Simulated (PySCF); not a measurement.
MF₂ across the 5d metals

Level: PBE0, basis family def2-TZVP, scalar-relativistic core potentials from Rb on and no relativity for lighter atoms.

Each entry is the lowest minimum that a search over a few typed start shapes (and spin states, where more than one is plausible) found, or that minimum re-optimised at the stated level; isomers with ligand–ligand bonds, or fragments after loss of a ligand pair, can lie lower. Open shells are unrestricted; no spin–orbit coupling; PySCF with density fitting.

```json
{"molecule": "TaF₂", "2S+1": "4", "point group": "D∞h", "mean bond to the central atom (Å)": "1.880", "lowest ω (cm⁻¹)": "42", "dipole (D)": "0.00", "gap (eV)": "–", "atomisation (kJ/mol)": "1241"}
{"molecule": "WF₂", "2S+1": "?", "point group": "?", "mean bond to the central atom (Å)": "?", "lowest ω (cm⁻¹)": "?", "dipole (D)": "?", "gap (eV)": "?", "atomisation (kJ/mol)": "?"}
{"molecule": "OsF₂", "2S+1": "5", "point group": "D∞h", "mean bond to the central atom (Å)": "1.877", "lowest ω (cm⁻¹)": "154", "dipole (D)": "0.00", "gap (eV)": "–", "atomisation (kJ/mol)": "927"}
{"molecule": "IrF₂", "2S+1": "4", "point group": "D∞h", "mean bond to the central atom (Å)": "1.845", "lowest ω (cm⁻¹)": "157", "dipole (D)": "0.00", "gap (eV)": "–", "atomisation (kJ/mol)": "854"}
{"molecule": "PtF₂", "2S+1": "3", "point group": "D∞h", "mean bond to the central atom (Å)": "1.827", "lowest ω (cm⁻¹)": "164", "dipole (D)": "0.00", "gap (eV)": "–", "atomisation (kJ/mol)": "739"}
{"molecule": "AuF₂", "2S+1": "2", "point group": "D∞h", "mean bond to the central atom (Å)": "1.873", "lowest ω (cm⁻¹)": "110", "dipole (D)": "0.00", "gap (eV)": "–", "atomisation (kJ/mol)": "521"}
{"molecule": "HgF₂", "2S+1": "?", "point group": "?", "mean bond to the central atom (Å)": "?", "lowest ω (cm⁻¹)": "?", "dipole (D)": "?", "gap (eV)": "?", "atomisation (kJ/mol)": "?"}
```

(1) Fill in the row of HgF₂.

(2) Fill in the row of WF₂.

## Answers

(1) 2S+1: 1; point group: D∞h; mean bond to the central atom (Å): 1.918; lowest ω (cm⁻¹): 179; dipole (D): 0.00; gap (eV): 7.87; atomisation (kJ/mol): 506.

(2) 2S+1: 5; point group: C2v; mean bond to the central atom (Å): 1.882; lowest ω (cm⁻¹): 117; dipole (D): 1.51; atomisation (kJ/mol): 1096.

The bond length does not run in one direction; the largest change, 0.046 Å, falls between PtF₂ and AuF₂ among the members listed.

The shape changes along the series: D∞h for TaF₂; C2v for WF₂; D∞h for OsF₂ and IrF₂ and PtF₂ and AuF₂ and HgF₂.

Spin–orbit coupling can matter for TaF₂, WF₂, OsF₂, IrF₂, PtF₂, AuF₂, HgF₂.

The shape of TaF₂ rests on a mode under 45 cm⁻¹ and is not firmly settled.

Left out of the table are members whose search was unfinished or whose lowest solution was spin-contaminated, unstable, very soft or bonded differently.

Open d and f shells are single-determinant solutions and may miss the true ground state.
